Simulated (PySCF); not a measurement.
**From computed data to an observable: dipole moment from atomic charges**

CuF, SMILES [F][Cu], multiplicity 1. Atoms are numbered in the order given.

```xyz
2

Cu     0.0000     0.0000    -0.4179
F      0.0000     0.0000     1.3466
```
Charge 0, spin multiplicity 1.

Geometry optimised at PBE0-D3(BJ)/def2-TZVPD. The multiplicity is an assumed one; other spin states were not compared.

Charges (e) from B3LYP/def2-TZVPD (PySCF):

```tsv
atom	IAO	ESP fit
Cu1	0.729	0.615
F2	-0.729	-0.615
```

The dipole moment of the full density is 5.16 D.

### Question
What dipole moment does each set of point charges give, and which comes closer to that of the density?

### Answer

μ = Σ q r, and 1 e Å = 4.8032 D.
IAO: Σ q r = (0.000, 0.000, -1.286) e Å, |μ| = 6.18 D.
ESP fit: Σ q r = (0.000, 0.000, -1.085) e Å, |μ| = 5.21 D.
ESP fit comes closer in size. Point charges leave out the atoms' own dipoles (lone pairs, polarised bonds); fits to the potential absorb them, partitions of the density don't.
